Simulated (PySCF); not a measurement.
PySCF job for Si(GeH3)(OH)3 (GeH₆O₃Si), SMILES O[Si](O)(O)[GeH3], TDDFT-B3LYP/def2-SVPD. Coordinates come from a PBE-D3(BJ)/def2-SVP optimisation. One conformer was computed; it need not be the lowest.

```python
import numpy as np
from pyscf import gto, scf, dft, tdscf

mol = gto.M(
    atom='''
    O    -1.33334585    0.90844062    1.50440208
    Si   -0.89190607    0.11170309    0.10109320
    O    -1.36982309    1.04946768   -1.19502605
    O    -1.66254843   -1.37968759    0.20914803
    Ge    1.45604652   -0.16212580   -0.17291349
    H    -1.52196132    0.31407243    2.25198142
    H    -2.25970170    1.43741625   -1.09983041
    H    -1.42440385   -2.01593998   -0.48778528
    H     2.04788292   -0.94388969    1.03224878
    H     2.19938292    1.19389649   -0.27646286
    H     1.77773663   -0.98713868   -1.45041736
    ''',
    basis='def2-SVPD',
    charge=0,
    spin=0,
    max_memory=1600,
    verbose=4,
)
mf = dft.RKS(mol, xc='b3lyp').density_fit(auxbasis='def2-universal-jkfit')
mf.grids.level = 3
mf.conv_tol = 1e-9
mf.max_cycle = 100
mf.kernel()
mf.grids = dft.Grids(mol).set(level=1).build(with_non0tab=True)  # coarser grid for the response kernel
td = tdscf.TDDFT(mf)
td.singlet = True
td.nstates = 10
td.conv_tol = 1e-4
td.positive_eig_threshold = 1e-6
td.kernel(x0=td.get_init_guess(mf, 15))
td.analyze()
tt = tdscf.TDA(mf)
tt.singlet = False
tt.nstates = 4
tt.conv_tol = 1e-4
tt.positive_eig_threshold = 1e-6
tt.kernel(x0=tt.get_init_guess(mf, 9))
tt.analyze(verbose=3)
```

Output:

```
PySCF version 2.14.0

[INPUT] verbose = 4
[INPUT] num. atoms = 11
[INPUT] num. electrons = 76
[INPUT] charge = 0
[INPUT] spin (= nelec alpha-beta = 2S) = 0
[INPUT] symmetry False subgroup None
[INPUT] Mole.unit = angstrom
[INPUT] Symbol           X                Y                Z      unit          X                Y                Z       unit  Magmom
[INPUT]  1 O     -1.333345850000   0.908440620000   1.504402080000 AA   -2.519658485825   1.716703972230   2.842907912426 Bohr   0.0
[INPUT]  2 Si    -0.891906070000   0.111703090000   0.101093200000 AA   -1.685458201137   0.211088247368   0.191038461056 Bohr   0.0
[INPUT]  3 O     -1.369823090000   1.049467680000  -1.195026050000 AA   -2.588590479205   1.983206491783  -2.258271946221 Bohr   0.0
[INPUT]  4 O     -1.662548430000  -1.379687590000   0.209148030000 AA   -3.141761201526  -2.607231682561   0.395232496192 Bohr   0.0
[INPUT]  5 Ge     1.456046520000  -0.162125800000  -0.172913490000 AA    2.751529147426  -0.306373359726  -0.326759139343 Bohr   0.0
[INPUT]  6 H     -1.521961320000   0.314072430000   2.251981420000 AA   -2.876090066982   0.593510875977   4.255628121409 Bohr   0.0
[INPUT]  7 H     -2.259701700000   1.437416250000  -1.099830410000 AA   -4.270217336214   2.716323039499  -2.078378258368 Bohr   0.0
[INPUT]  8 H     -1.424403850000  -2.015939980000  -0.487785280000 AA   -2.691733167276  -3.809574445761  -0.921780586794 Bohr   0.0
[INPUT]  9 H      2.047882920000  -0.943889690000   1.032248780000 AA    3.869937853975  -1.783693005901   1.950667486616 Bohr   0.0
[INPUT] 10 H      2.199382920000   1.193896490000  -0.276462860000 AA    4.156231361846   2.256137387180  -0.522439089014 Bohr   0.0
[INPUT] 11 H      1.777736630000  -0.987138680000  -1.450417360000 AA    3.359435352307  -1.865421752165  -2.740891576715 Bohr   0.0

nuclear repulsion = 460.111874732164
number of shells = 75
number of NR pGTOs = 281
number of NR cGTOs = 179
basis = def2-SVPD
ecp = {}


[settings echo left out]
init E= -2595.09109412805
  HOMO = -0.3150882699775  LUMO = -0.0553433387961215  gap/eV = 7.06802
cycle= 1 E= -2595.21537026952  delta_E= -0.124  |g|= 1.23  |ddm|= 3.94
  HOMO = -0.169676343829131  LUMO = -0.0138366338308025  gap/eV = 4.24061
cycle= 2 E= -2594.64480535212  delta_E= 0.571  |g|= 2.09  |ddm|=  3.5
  HOMO = -0.292121996744197  LUMO = -0.0271309399809825  gap/eV = 7.21077
cycle= 3 E= -2595.48221155839  delta_E= -0.837  |g|= 0.118  |ddm|= 2.36
  HOMO = -0.291290287575606  LUMO = -0.0226996861106268  gap/eV = 7.30872
cycle= 4 E= -2595.48441118858  delta_E= -0.0022  |g|= 0.0543  |ddm|= 0.178
  HOMO = -0.292829706455649  LUMO = -0.0228043295077307  gap/eV = 7.34776
cycle= 5 E= -2595.48470168636  delta_E= -0.00029  |g|= 0.0197  |ddm|= 0.0515
  HOMO = -0.292192463021472  LUMO = -0.0227836032192616  gap/eV = 7.33099
cycle= 6 E= -2595.48477343414  delta_E= -7.17e-05  |g|= 0.00494  |ddm|= 0.0203
  HOMO = -0.292011757546242  LUMO = -0.0227914568192746  gap/eV = 7.32586
cycle= 7 E= -2595.48477760015  delta_E= -4.17e-06  |g|= 0.000899  |ddm|= 0.0058
  HOMO = -0.292100197952247  LUMO = -0.0228178283655178  gap/eV = 7.32755
cycle= 8 E= -2595.48477775415  delta_E= -1.54e-07  |g|= 0.000222  |ddm|= 0.00145
  HOMO = -0.292099961050929  LUMO = -0.0228196720082989  gap/eV = 7.32749
cycle= 9 E= -2595.48477776265  delta_E= -8.49e-09  |g|= 0.000124  |ddm|= 0.000354
  HOMO = -0.292097139733251  LUMO = -0.0228181258363223  gap/eV = 7.32746
cycle= 10 E= -2595.48477776551  delta_E= -2.87e-09  |g|= 1.9e-05  |ddm|= 0.000116
  HOMO = -0.292096472202409  LUMO = -0.0228175826671646  gap/eV = 7.32745
cycle= 11 E= -2595.48477776559  delta_E= -7.96e-11  |g|= 5.14e-06  |ddm|= 3.4e-05
  HOMO = -0.292097519681421  LUMO = -0.0228178596162523  gap/eV = 7.32747
Extra cycle  E= -2595.48477776561  delta_E= -1.18e-11  |g|= 5.7e-06  |ddm|= 2e-05
converged SCF energy = -2595.48477776561
tot grids = 44200
Overwritten attributes  positive_eig_threshold  of <class 'pyscf.tdscf.rks.TDDFT'>


******** <class 'pyscf.tdscf.rks.TDDFT'> for <class 'pyscf.df.df_jk.DFRKS'> ********
nstates = 10 singlet
deg_eia_thresh = 1.000e-03
wfnsym = None
conv_tol = 0.0001
eigh lindep = 1e-12
eigh level_shift = 0
eigh max_cycle = 100


Excitation energies (eV)
[6.526126   7.03804256 7.19423615 7.49162621 7.72595782 7.79458664
 7.96142814 8.00636895 8.05465296 8.09857052]

** Singlet excitation energies and oscillator strengths **
Excited State   1:      6.52613 eV    189.98 nm  f=0.1543
      38 -> 39       -0.70138
Excited State   2:      7.03804 eV    176.16 nm  f=0.0499
      38 -> 40       -0.68583
Excited State   3:      7.19424 eV    172.34 nm  f=0.0437
      38 -> 41        0.68248
Excited State   4:      7.49163 eV    165.50 nm  f=0.0132
      35 -> 39       -0.11735
      37 -> 39       -0.66863
      38 -> 41        0.10972
Excited State   5:      7.72596 eV    160.48 nm  f=0.0091
      36 -> 39       -0.14884
      38 -> 42       -0.64878
      38 -> 43        0.17817
Excited State   6:      7.79459 eV    159.06 nm  f=0.0152
      34 -> 39       -0.12486
      36 -> 39       -0.64774
      38 -> 42        0.17791
Excited State   7:      7.96143 eV    155.73 nm  f=0.0149
      33 -> 39        0.11051
      34 -> 39       -0.29194
      35 -> 39        0.31551
      36 -> 39        0.16656
      36 -> 40        0.10845
      37 -> 40       -0.23560
      37 -> 41        0.27762
      38 -> 43        0.23024
      38 -> 44       -0.22486
Excited State   8:      8.00637 eV    154.86 nm  f=0.0483
      35 -> 39        0.42173
      37 -> 39       -0.12321
      37 -> 40        0.51464
      38 -> 43       -0.11926
Excited State   9:      8.05465 eV    153.93 nm  f=0.0618
      34 -> 39        0.29541
      35 -> 39        0.25743
      36 -> 40       -0.22867
      37 -> 40       -0.10743
      37 -> 41       -0.12731
      38 -> 43        0.41299
      38 -> 44        0.23246
Excited State  10:      8.09857 eV    153.09 nm  f=0.0486
      34 -> 39        0.14125
      35 -> 39       -0.26672
      36 -> 40       -0.19087
      37 -> 40        0.28399
      37 -> 41        0.23410
      38 -> 43        0.28759
      38 -> 44       -0.34364

** Transition electric dipole moments (AU) **
state          X           Y           Z        Dip. S.      Osc.
  1        -0.9822     -0.0024      0.0217      0.9652      0.1543
  2         0.2287     -0.3898     -0.2913      0.2891      0.0499
  3         0.2062     -0.2380      0.3854      0.2477      0.0437
  4         0.1611     -0.1840      0.1089      0.0717      0.0132
  5         0.2031     -0.0575     -0.0576      0.0479      0.0091
  6         0.0016      0.1705      0.2249      0.0797      0.0152
  7        -0.1269      0.2224     -0.1030      0.0762      0.0149
  8        -0.0372      0.4129     -0.2723      0.2460      0.0483
  9        -0.4568      0.3231      0.0028      0.3130      0.0618
 10        -0.4262     -0.1368      0.2117      0.2452      0.0486

** Transition velocity dipole moments (imaginary part, AU) **
state          X           Y           Z        Dip. S.      Osc.
  1        -0.2394     -0.0005      0.0065      0.0574      0.1595
  2         0.0591     -0.1023     -0.0771      0.0199      0.0513
  3         0.0553     -0.0652      0.1052      0.0184      0.0464
  4         0.0446     -0.0498      0.0314      0.0055      0.0132
  5         0.0640     -0.0174     -0.0168      0.0047      0.0110
  6         0.0008      0.0501      0.0671      0.0070      0.0163
  7        -0.0392      0.0639     -0.0329      0.0067      0.0153
  8        -0.0080      0.1253     -0.0815      0.0224      0.0508
  9        -0.1352      0.0982      0.0007      0.0279      0.0629
 10        -0.1284     -0.0411      0.0647      0.0224      0.0501

** Transition magnetic dipole moments (imaginary part, AU) **
state          X           Y           Z
  1         0.0792      0.1173      0.0503
  2        -0.0348     -0.2733      0.2295
  3        -0.1469      0.1626      0.1654
  4         0.4738     -0.1270     -0.7715
  5         0.0345      0.3050     -0.0052
  6        -0.2096      0.8933     -0.1998
  7        -0.1056     -0.1073     -0.1234
  8        -0.3273      0.0964     -0.1992
  9        -0.2235     -0.2416     -0.2900
 10        -0.1540     -0.0132      0.1898
Overwritten attributes  positive_eig_threshold  of <class 'pyscf.tdscf.rks.TDA'>


******** <class 'pyscf.tdscf.rks.TDA'> for <class 'pyscf.df.df_jk.DFRKS'> ********
nstates = 4 triplet
deg_eia_thresh = 1.000e-03
wfnsym = None
conv_tol = 0.0001
eigh lindep = 1e-12
eigh level_shift = 0
eigh max_cycle = 100


Excitation energies (eV)
[6.19140515 6.32970189 6.58532802 7.19096008]

** Triplet excitation energies and oscillator strengths **
Excited State   1:      6.19141 eV    200.25 nm  f=0.0000
Excited State   2:      6.32970 eV    195.88 nm  f=0.0000
Excited State   3:      6.58533 eV    188.27 nm  f=0.0000
Excited State   4:      7.19096 eV    172.42 nm  f=0.0000
```

The calculation finished and met its thresholds.
